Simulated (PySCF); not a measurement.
Ionisation energy of Xe by level of theory

Xe [Xe] (1S) → Xe⁺ [Kr] 4d10 5s2 5p5 (2P), as a difference of total energies. All numbers are calculated (PySCF 2.14, no relativity, point nucleus, in dyall-av2z). Correlated levels: valence: [Kr] 4d10 frozen; virtual orbitals above 40 to 60 times the deepest correlated orbital energy dropped. The calculations carry no spin-orbit coupling.

```
           method  ionisation energy (eV)
              UHF                  11.626
    MP2 (valence)                  12.290
SCS-MP2 (valence)                  12.222
   CCSD (valence)                  12.190
CCSD(T) (valence)                  12.207
```

Task: How much does correlation contribute at CCSD(T) (valence)?

Result: 12.207 − (11.626) = 0.581 eV, measured against UHF.

These non-relativistic numbers lack the scalar-relativistic shift.

For comparison: 12.565 eV (measured; NIST levels, between the centres of gravity of the two terms).
